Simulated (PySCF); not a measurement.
Computed IR spectrum (relative IR intensity) of a molecule C₂H₁₁NSi₃. The structure is a stationary point at PBE-D3(BJ)/def2-SVP. The values are those of a single conformer. Method: PBE-D3(BJ)/def2-SVP in PySCF. Frequencies are harmonic and unscaled.

Lines under 2 % of the strongest are left out, and lines within 2 cm⁻¹ are merged.

```
ν (cm⁻¹)  relative intensity
--------  ------------------
347                      8.3
366                       14
415                       33
422                      6.9
454                      6.4
572                      8.9
604                       42
626                       29
637                     10.0
660                       10
679                       15
711                       16
736                       31
799                       28
806                      100
851                       65
857                       17
895                       26
968                       85
1051                     7.2
1128                      12
1211                     4.8
1291                      18
1384                     4.4
1432                     2.6
2095                      92
2113                      78
2133                      36
2137                      45
2145                      78
2910                      38
2948                      17
2977                     2.6
3497                     2.9
```

Which molecule gave these data?
(A) CCN1[SiH2][SiH2][SiH2]1
(B) C[Si@H]1CN[SiH2][SiH2]1
(C) C[SiH2][Si@@H]1CN[SiH2]1
(D) [SiH3]N1C[SiH2]C[SiH2]1

C, C[SiH2][Si@@H]1CN[SiH2]1
